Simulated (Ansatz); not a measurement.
System: sum formula H₉Si₄O (charge 0, doublet). It need not be the lowest isomer of its formula. 
Structure (B3LYP-D3(BJ)/def2-TZVP (Ansatz, an electronic-structure program) minimum search):
SMILES: [SiH2][Si](O)([SiH3])[SiH3]
```xyz
14

O     -0.3192     0.0844    -2.0100
Si    -0.0423    -0.0109    -0.3633
Si     1.6398    -1.5098     0.2524
Si    -1.9665    -0.6773     0.8147
Si     0.6320     2.1306     0.3039
H     -0.5304    -0.7304    -2.4747
H      2.9555    -1.3349    -0.4162
H      1.2686    -2.9498     0.2387
H     -2.4214    -2.0128     0.3495
H     -3.0761     0.2875     0.6162
H     -1.6576    -0.7625     2.2634
H     -0.3499     3.1532    -0.1309
H      1.9625     2.4686    -0.2573
H      0.7197     2.1488     1.7849
```
Charge 0, spin multiplicity 2.

Wanted: atomisation energy (electronic, to ground-state atoms), in kJ/mol. Cores are frozen in the correlated levels unless marked. Open shells are spin-unrestricted. Spin-orbit coupling is left out. No relativistic terms. The coupled-cluster limit lacks core correlation, which all-electron functionals hold. CBS(X,Y): correlation extrapolated as X^-3; Hartree-Fock from the larger set.

```tsv
level	program	atomisation energy (kJ/mol)	minus last row
PBE-D3(BJ)/def2-TZVPD	Ansatz + dftd3	4166.6	-39.1
BLYP/def2-TZVPD	Ansatz	4058.7	-147.0
revPBE/def2-TZVPD	Ansatz	4009.3	-196.4
PBE0/6-31G*	Ansatz	4051.0	-154.7
PBE0-D3(BJ)/def2-TZVP	Ansatz + dftd3	4143.5	-62.2
r2SCANh-D4/def2-TZVPD	Ansatz + dftd4	4185.5	-20.2
r2SCAN0-D4/def2-TZVPD	Ansatz + dftd4	4161.6	-44.1
CAM-B3LYP/def2-TZVPD	Ansatz	4156.3	-49.4
LC-wPBE/def2-TZVPD	Ansatz	4132.0	-73.7
B2GP-PLYP-D3(BJ)/def2-TZVPD	Ansatz + dftd3	4130.0	-75.7
B2GP-PLYP-D4/def2-TZVPD	Ansatz + dftd4	4107.2	-98.5
RPA@PBE/cc-pV(Q+d)Z	Ansatz	3982.6	-223.1
MP2/cc-pV(Q+d)Z	Ansatz	4134.0	-71.7
SCS-MP2/STO-3G	Ansatz	4662.4	456.7
CCSD/STO-3G	Ansatz	4740.2	534.5
CCSD(T)/6-31G*	Ansatz	3646.2	-559.5
CCSD(T)/cc-pV(D+d)Z	Ansatz	3821.6	-384.1
CCSD(T)/cc-pV(T+d)Z	Ansatz	4071.8	-133.9
CCSD(T)/cc-pVTZ	Ansatz	4048.4	-157.3
CCSD(T) with core electrons (1s frozen past Ne)/cc-pwCVTZ	Ansatz	4080.8	-124.9
CCSD(T)/CBS(cc-pV(T+d)Z,cc-pV(Q+d)Z)	Ansatz	4205.7	0.0
```
